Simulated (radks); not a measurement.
The numbers below are computed, except where a source is named.
Spin polarisation of the 4p4 shell in neutral selenium. Start: [Ar] 3d10 4s2 4p(up 2, down 2); electrons of 4p are moved from spin down to spin up, other shells keep equal spins. Code: a radial shooting solver on a logarithmic mesh with Libxc functionals. Model: scalar-relativistic Kohn-Sham, r2SCAN, spin-polarised, spherical densities, finite nucleus; meta-GGA in the generalised Kohn-Sham scheme; Fermi nuclear charge, rms radius of each element as measured or else 0.836 A^(1/3) + 0.57 fm.

moment (Bohr magnetons),E - E(0) (eV),e(4p up) (eV),e(4p down) (eV),4s down minus up (eV)
0,0.000,-6.747,-6.747,0.000
0.5,-0.059,-6.972,-6.497,0.513
1,-0.238,-7.176,-6.220,1.028
1.5,-0.538,-7.358,-5.914,1.550
2,-0.962,-7.522,-5.573,2.080

At moment 2 the spin-polarisation energy is -0.962 eV and the 4p exchange splitting 1.948 eV, that is 0.974 eV per Bohr magneton; E = -I m^2/4 would give I = 0.962 eV.
